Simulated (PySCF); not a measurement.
## Spin-rotation constants: SMILES C1=CCC=C1CN, C6H9N

Cartesian coordinates in Å; atom numbers follow the order of the lines, from 1:
```xyz
16

N     2.4885   -0.0149    0.9088
C     1.7057   -0.3696   -0.2725
C     0.2328   -0.1431   -0.1019
C    -0.7253   -1.0578    0.1205
C    -2.0438   -0.3800    0.2972
C    -1.6888    1.0630    0.1524
C    -0.3754    1.1789   -0.0742
H     2.1792   -0.5683    1.7020
H     2.3327    0.9608    1.1433
H     2.0823    0.2341   -1.1041
H     1.8991   -1.4228   -0.4933
H    -0.6050   -2.1250    0.1611
H    -2.7666   -0.6978   -0.4575
H    -2.4874   -0.5929    1.2726
H    -2.4124    1.8539    0.2270
H     0.1767    2.0904   -0.2252
```

Method used: PySCF 2.14.0, GIAO PBE/pcSseg-1 magnetisability, rotational g tensor and spin-rotation constants, non-relativistic, gas phase. Geometry: GFN2-xTB.

Problem. Give the nuclear spin-rotation constants along the inertial axes (H = +C I·J) beside the isotropic shieldings.

Solution. Rotational constants 6.2993, 1.8463, 1.5897 GHz. A star marks the isotopologue with that one atom substituted, in its own axes.
```
atom  isotope  Caa (kHz)  Cbb (kHz)  Ccc (kHz)  mean (kHz)  σ (ppm)
  N1      14N      0.330      0.096      0.078       0.168    210.3
  H8       1H     -0.735     -0.160     -0.043      -0.313     31.3
  H9       1H     -0.706      0.010     -0.179      -0.292     30.7
 H10       1H     -0.561     -0.089     -0.020      -0.223     27.9
 H11       1H     -0.572      0.068     -0.152      -0.219     27.9
 H12       1H     -0.603      0.189     -0.187      -0.200     25.5
 H13       1H     -0.181     -0.159     -0.086      -0.142     28.4
 H14       1H     -0.510     -0.178      0.015      -0.225     28.4
 H15       1H      0.076     -0.007     -0.175      -0.035     25.0
 H16       1H     -0.446      0.148     -0.176      -0.158     24.9
  C2     13C*      1.179      0.396      0.293       0.623    132.9
  C3     13C*      2.763      0.845      0.306       1.305     24.8
  C4     13C*      2.259      0.785      0.275       1.106     52.3
  C5     13C*      1.311      0.341      0.291       0.648    135.1
  C6     13C*      2.366      0.856      0.261       1.161     41.3
  C7     13C*      2.087      0.905      0.279       1.090     43.7
```
For the geometry as given, no vibrational averaging.

Problem. How do the rotational constants and the g tensor change when H8, H9, H10, H11, H12, H13, H14, H15, H16 are replaced by deuterium?

Solution. Constants 4.8539, 1.5830, 1.3553 GHz; g -0.0395, -0.0208, 0.0060, against -0.0509, -0.0242, 0.0069 before.
